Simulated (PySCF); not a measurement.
SMILES [F][Ga]([F])[c]1ccccc1 (C₆H₅F₂Ga), PBE0/def2-SVP optimised geometry.

```
14

Ga     1.29     1.70     0.00
F      3.04     1.70     0.00
F      0.59     3.30     0.00
C      0.23     0.10    -0.01
C     -1.17     0.18    -0.05
C     -1.95    -0.98    -0.06
C     -1.33    -2.23    -0.04
C      0.06    -2.32     0.01
C      0.84    -1.16     0.02
H     -1.66     1.16    -0.07
H     -3.04    -0.90    -0.10
H     -1.94    -3.14    -0.05
H      0.54    -3.30     0.03
H      1.93    -1.25     0.05
```

Density from PBE0/def2-TZVP run with PySCF at that geometry.

Minimum of the electron density along straight lines between bonded atoms, close to the bond critical point (lines longer than 1.1 times the sum of covalent radii, or with two minima, are not listed):

```json
[
 {"bond": "Ga1–F2", "length / Å": "1.746", "ρ at the minimum / e bohr⁻³": "0.135", "∇²ρ there / e bohr⁻⁵": "0.87", "position (fraction from the first atom)": "0.49"},
 {"bond": "Ga1–F3", "length / Å": "1.747", "ρ at the minimum / e bohr⁻³": "0.135", "∇²ρ there / e bohr⁻⁵": "0.87", "position (fraction from the first atom)": "0.49"},
 {"bond": "Ga1–C4", "length / Å": "1.923", "ρ at the minimum / e bohr⁻³": "0.125", "∇²ρ there / e bohr⁻⁵": "0.20", "position (fraction from the first atom)": "0.48"},
 {"bond": "C4–C5", "length / Å": "1.403", "ρ at the minimum / e bohr⁻³": "0.309", "∇²ρ there / e bohr⁻⁵": "-0.89", "position (fraction from the first atom)": "0.50"},
 {"bond": "C5–C6", "length / Å": "1.394", "ρ at the minimum / e bohr⁻³": "0.316", "∇²ρ there / e bohr⁻⁵": "-0.93", "position (fraction from the first atom)": "0.50"},
 {"bond": "C6–C7", "length / Å": "1.395", "ρ at the minimum / e bohr⁻³": "0.316", "∇²ρ there / e bohr⁻⁵": "-0.93", "position (fraction from the first atom)": "0.50"},
 {"bond": "C7–C8", "length / Å": "1.395", "ρ at the minimum / e bohr⁻³": "0.316", "∇²ρ there / e bohr⁻⁵": "-0.93", "position (fraction from the first atom)": "0.50"},
 {"bond": "C4–C9", "length / Å": "1.403", "ρ at the minimum / e bohr⁻³": "0.309", "∇²ρ there / e bohr⁻⁵": "-0.89", "position (fraction from the first atom)": "0.50"},
 {"bond": "C8–C9", "length / Å": "1.394", "ρ at the minimum / e bohr⁻³": "0.316", "∇²ρ there / e bohr⁻⁵": "-0.93", "position (fraction from the first atom)": "0.50"},
 {"bond": "C5–H10", "length / Å": "1.094", "ρ at the minimum / e bohr⁻³": "0.281", "∇²ρ there / e bohr⁻⁵": "-0.99", "position (fraction from the first atom)": "0.65"},
 {"bond": "C6–H11", "length / Å": "1.093", "ρ at the minimum / e bohr⁻³": "0.281", "∇²ρ there / e bohr⁻⁵": "-0.99", "position (fraction from the first atom)": "0.65"},
 {"bond": "C7–H12", "length / Å": "1.093", "ρ at the minimum / e bohr⁻³": "0.281", "∇²ρ there / e bohr⁻⁵": "-0.99", "position (fraction from the first atom)": "0.65"},
 {"bond": "C8–H13", "length / Å": "1.093", "ρ at the minimum / e bohr⁻³": "0.281", "∇²ρ there / e bohr⁻⁵": "-0.99", "position (fraction from the first atom)": "0.65"},
 {"bond": "C9–H14", "length / Å": "1.094", "ρ at the minimum / e bohr⁻³": "0.281", "∇²ρ there / e bohr⁻⁵": "-0.99", "position (fraction from the first atom)": "0.65"}
]
```
